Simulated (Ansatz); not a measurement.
Reaction (redistribution): `C[N]([GeH3])[SiH2]F` + `C[SiH2]BO` → `OB[SiH2][SiH2]F` + `C[N](C)[GeH3]`

Gas-phase electronic energies from Ansatz, PBE0-D4/def2-TZVP geometries. CCSD(T)/CBS is the MP2 limit (def2-TZVPP, def2-QZVPP) plus CCSD(T) − MP2 in def2-TZVPP, frozen cores. Functionals use def2-TZVPP. B3LYP here is the variant with VWN-RPA as its local correlation; programs differ in this. For Ge outer-core shells are correlated without core-valence functions, which leaves a few kJ/mol of doubt a bond. Scalar relativity is left out up to krypton. One conformer a species, not always the lowest.

```tsv
level	ΔE (kJ/mol)	difference from CCSD(T)/CBS
PBE-D4	121.2	-26.2
r2SCAN-D4	138.5	-8.9
B3LYP-D4	139.4	-8.0
ωB97X-V	140.1	-7.3
ωB97M-V	149.3	1.9
B2PLYP	147.0	-0.4
r2SCAN	138.5	-8.9
PBE0	130.8	-16.6
MP2/def2-TZVPP	157.1	9.7
SCS-MP2/def2-TZVPP	155.6	8.2
CCSD/def2-TZVPP	149.3	1.9
CCSD(T)/def2-TZVPP	146.6	-0.8
HF/def2-QZVPP	161.3	13.9
MP2/def2-QZVPP	158.2	10.8
SCS-MP2/def2-QZVPP	156.9	9.5
MP2/CBS(def2)	158.0	10.6
CCSD(T)/CBS	147.4	0
```

Largest T1 diagnostic among the species: 0.014.

From PBE to PBE0 (25 % exact exchange), in def2-TZVPP and without D4, ΔE moves by +9.5 kJ/mol.
